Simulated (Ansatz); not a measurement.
Ansatz (a first-principles code) job for ReOF3, SMILES [F][Re](=[O])([F])[F] (connectivity only; charge and spin as stated), neutral, multiplicity 3, PBE/def2-SVPD. The structure is a stationary point at PBE0-D3(BJ)/def2-SVP. The multiplicity is an assumed one; other spin states were not compared. The def2 effective core potentials stand for the cores of Re; spin–orbit coupling is left out.

Ansatz 0.2 input:
```yaml
crystal:
  periodic: [false, false, false]
  atoms:
    - {symbol: Re, position_ang: [0.03077624, 0.09179544, -0.00000000]}
    - {symbol: O, position_ang: [-0.67584044, 1.60006540, -0.00000004]}
    - {symbol: F, position_ang: [0.58476008, -0.30755697, 1.73334138]}
    - {symbol: F, position_ang: [0.58476008, -0.30755704, -1.73334137]}
    - {symbol: F, position_ang: [-0.82524181, -1.57212834, 0.00000003]}
basis:
  gaussian:
    orbitals: def2-SVPD
hamiltonian:
  xc: {name: PBE}
magnetization: {spin_polarized: true, initial_magnetization: 2}
```

Program output:

```
WARN ansatz: RAYON_NUM_THREADS=1 ignored (pool sized by the plan → 1); use --threads N
Functional definition: PBE
integrals: 0.05 GiB planned
1052 factors; their error is unknown
mean field: 0.49 GiB planned
mean field evaluation 1: about -12300.9848 eV, gradient 6.6e1 eV
mean field evaluation 2: about -12083.1657 eV, gradient 2.1e2 eV
mean field evaluation 4: about -12311.7410 eV, gradient 3.4e1 eV
mean field evaluation 8: about -12315.8914 eV, gradient 9.6e-1 eV
mean field evaluation 16: about -12315.8405 eV, gradient 2.1e-3 eV
mean field -12315.84047289 eV, -452.5987894022 hartree, gradient 1.6e-5 eV, S^2 2.006111; 0 other end points of the search recorded, 0 dependent functions left out
reference -12315.84051996 eV, -452.5987911321 hartree; 26, 24 occupied and 101, 103 virtual orbitals, 1052 factors
Total energy: -12315.84051996 eV, -452.5987911321 hartree
```

Self-consistency was reached.

Cost: very roughly 2.3 core-seconds.
